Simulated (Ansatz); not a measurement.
Steps of a relaxation of CH$_{8}$OSiSn, SMILES `[CH3][SnH2][SiH2]O` with RKS PBE-D4/def2-SVP.

```sh
$ ansatz run in.yaml --threads 4 --pin off --events-out ev --progress --plain --max-ram 10444MiB
```

```yaml
crystal:
  periodic: [false, false, false]
  atoms:
    - {symbol: C, position_ang: [-1.532000, 1.007800, 0.792500]}
    - {symbol: Sn, position_ang: [-0.639700, -0.823200, 0.342800]}
    - {symbol: Si, position_ang: [1.698900, -0.387600, -0.394400]}
    - {symbol: O, position_ang: [1.804200, 0.658300, -1.751400]}
    - {symbol: H, position_ang: [-1.026000, 1.555000, 1.579000]}
    - {symbol: H, position_ang: [-1.571000, 1.706200, -0.128300]}
    - {symbol: H, position_ang: [-2.601500, 0.875700, 1.101300]}
    - {symbol: H, position_ang: [-1.465100, -1.605100, -0.954600]}
    - {symbol: H, position_ang: [-0.634800, -1.809600, 1.818200]}
    - {symbol: H, position_ang: [2.470500, 0.253300, 0.742200]}
    - {symbol: H, position_ang: [2.368200, -1.662800, -0.707600]}
    - {symbol: H, position_ang: [1.205300, 0.176800, -2.405700]}
basis:
  gaussian: {orbitals: def2-SVP}
hamiltonian: {xc: pbe, dispersion: d4}
relax: {f_tol: 0.03, max_steps: 200}
```

Positions (Å) and forces (eV/Å) along the path, 9 of 9 steps:

```xyz
12
step=1 energy=-16910.6811 eV
C    -1.532    1.008    0.792   -1.745    1.612   -1.320
Sn   -0.640   -0.823    0.343   -0.042   -1.122    0.449
Si    1.699   -0.388   -0.394    1.020    0.782    0.105
O     1.804    0.658   -1.751   -1.176   -1.123   -0.499
H    -1.026    1.555    1.579    0.484    0.281    0.617
H    -1.571    1.706   -0.128    0.171   -0.873    0.977
H    -2.602    0.876    1.101    0.378   -0.009   -0.036
H    -1.465   -1.605   -0.955   -0.187   -0.098    0.003
H    -0.635   -1.810    1.818   -0.063    0.166   -0.461
H     2.470    0.253    0.742   -0.072    0.010   -0.206
H     2.368   -1.663   -0.708    0.347   -0.615   -0.101
H     1.205    0.177   -2.406    0.886    0.990    0.474
12
step=2 energy=-16910.8926 eV
C    -1.626    1.063    0.797   -0.222    0.502   -0.438
Sn   -0.644   -0.815    0.350    0.169   -0.148   -0.269
Si    1.847   -0.436   -0.393   -0.525    0.716   -0.142
O     1.754    0.663   -1.723   -0.213   -1.012    0.046
H    -1.067    1.585    1.591    0.080    0.077    0.140
H    -1.624    1.719   -0.114    0.042   -0.310    0.356
H    -2.680    0.937    1.126    0.171   -0.148   -0.042
H    -1.577   -1.644   -0.870    0.096    0.091   -0.025
H    -0.692   -1.850    1.711   -0.051   -0.177    0.346
H     2.602    0.264    0.708    0.006   -0.035   -0.132
H     2.552   -1.712   -0.744    0.102   -0.137   -0.037
H     1.232    0.170   -2.405    0.345    0.580    0.197
12
step=3 energy=-16910.9369 eV
C    -1.620    1.064    0.812   -0.068    0.137   -0.076
Sn   -0.656   -0.846    0.395    0.046    0.140   -0.303
Si    1.792   -0.414   -0.420    0.052    0.503   -0.263
O     1.847    0.666   -1.771   -0.482   -0.947    0.315
H    -1.085    1.601    1.619   -0.002   -0.056    0.000
H    -1.600    1.697   -0.101    0.023   -0.110    0.085
H    -2.676    0.912    1.114    0.063   -0.033    0.001
H    -1.574   -1.653   -0.850    0.037    0.052    0.021
H    -0.728   -1.871    1.777    0.032   -0.065    0.158
H     2.557    0.276    0.677    0.003    0.003   -0.043
H     2.496   -1.710   -0.738    0.009   -0.056   -0.003
H     1.325    0.223   -2.480    0.286    0.432    0.109
12
step=4 energy=-16910.9537 eV
C    -1.615    1.065    0.807   -0.028    0.055    0.008
Sn   -0.650   -0.841    0.384    0.022    0.055   -0.103
Si    1.789   -0.418   -0.410    0.050    0.450   -0.346
O     1.811    0.661   -1.760   -0.285   -0.805    0.384
H    -1.087    1.592    1.626   -0.013   -0.051   -0.016
H    -1.586    1.701   -0.100    0.013   -0.030    0.007
H    -2.671    0.901    1.098    0.025   -0.007    0.007
H    -1.562   -1.636   -0.868    0.018    0.019    0.014
H    -0.711   -1.859    1.784    0.000   -0.018    0.046
H     2.558    0.276    0.679    0.015    0.016   -0.036
H     2.494   -1.716   -0.731    0.004   -0.007    0.000
H     1.306    0.219   -2.477    0.180    0.324    0.033
12
step=5 energy=-16910.9604 eV
C    -1.623    1.068    0.797    0.106   -0.141    0.056
Sn   -0.636   -0.823    0.372   -0.002   -0.124    0.250
Si    1.804   -0.454   -0.391    0.118    0.050   -0.258
O     1.811    0.562   -1.744   -0.539   -0.043   -0.699
H    -1.126    1.552    1.659   -0.015    0.047   -0.020
H    -1.538    1.710   -0.095   -0.056    0.136   -0.034
H    -2.686    0.881    1.039   -0.034    0.039   -0.026
H    -1.537   -1.616   -0.880   -0.011   -0.033   -0.049
H    -0.713   -1.819    1.799   -0.024    0.015   -0.077
H     2.618    0.292    0.627   -0.035   -0.011    0.079
H     2.526   -1.757   -0.672   -0.091   -0.010    0.051
H     1.177    0.350   -2.477    0.582    0.074    0.728
12
step=6 energy=-16910.9787 eV
C    -1.606    1.065    0.799   -0.018   -0.023    0.046
Sn   -0.617   -0.840    0.411   -0.056    0.074   -0.113
Si    1.803   -0.427   -0.420   -0.068   -0.066    0.213
O     1.784    0.602   -1.760    0.025   -0.004   -0.030
H    -1.132    1.555    1.670   -0.020    0.013    0.014
H    -1.525    1.735   -0.078    0.046   -0.053   -0.021
H    -2.676    0.885    1.016   -0.006    0.013    0.027
H    -1.496   -1.617   -0.874   -0.025   -0.023    0.003
H    -0.742   -1.858    1.811    0.021    0.020   -0.007
H     2.582    0.304    0.636    0.057    0.003   -0.049
H     2.479   -1.755   -0.683    0.046    0.057   -0.058
H     1.224    0.297   -2.494    0.000   -0.011   -0.025
12
step=7 energy=-16910.9859 eV
C    -1.631    1.067    0.838    0.004    0.005   -0.026
Sn   -0.639   -0.815    0.376    0.008   -0.015    0.032
Si    1.803   -0.420   -0.413    0.004   -0.005   -0.038
O     1.822    0.555   -1.797   -0.004    0.030    0.022
H    -1.147    1.545    1.710    0.004   -0.002    0.009
H    -1.555    1.744   -0.034   -0.005    0.010    0.002
H    -2.699    0.884    1.065    0.004   -0.005    0.003
H    -1.529   -1.587   -0.903   -0.003    0.001   -0.007
H    -0.730   -1.855    1.765    0.005    0.002   -0.015
H     2.583    0.352    0.613    0.000   -0.009    0.005
H     2.506   -1.741   -0.646   -0.013    0.011    0.026
H     1.293    0.216   -2.539   -0.005   -0.023   -0.013
12
step=8 energy=-16910.9866 eV
C    -1.630    1.068    0.842    0.004   -0.003    0.006
Sn   -0.640   -0.815    0.376    0.009   -0.003   -0.007
Si    1.800   -0.414   -0.413   -0.010   -0.004    0.005
O     1.812    0.554   -1.802   -0.007    0.000   -0.008
H    -1.146    1.539    1.718    0.000    0.001   -0.001
H    -1.553    1.751   -0.025   -0.002    0.001    0.002
H    -2.697    0.884    1.070    0.001    0.002   -0.002
H    -1.529   -1.576   -0.912    0.000    0.001    0.001
H    -0.731   -1.865    1.755   -0.002    0.001   -0.001
H     2.577    0.365    0.610    0.000   -0.002   -0.001
H     2.505   -1.734   -0.634    0.002    0.005    0.005
H     1.309    0.186   -2.550    0.006    0.001    0.001
12
step=9 energy=-16910.9868 eV
C    -1.631    1.068    0.849    0.005   -0.004    0.013
Sn   -0.642   -0.812    0.372    0.000   -0.005   -0.004
Si    1.797   -0.409   -0.414    0.007    0.001    0.004
O     1.810    0.548   -1.811   -0.022   -0.023   -0.030
H    -1.146    1.534    1.728    0.000   -0.001   -0.006
H    -1.553    1.756   -0.014   -0.003    0.003    0.000
H    -2.698    0.884    1.077   -0.001    0.003   -0.004
H    -1.531   -1.568   -0.919    0.000    0.002    0.003
H    -0.733   -1.869    1.746   -0.002    0.001   -0.002
H     2.568    0.379    0.605   -0.004    0.003   -0.002
H     2.509   -1.729   -0.621    0.000    0.001   -0.001
H     1.327    0.163   -2.564    0.020    0.018    0.030
```

Hardware: 4 threads of an Arm Neoverse V1 on a shared host. Wall time 12 s, peak host memory 0.16 GiB.
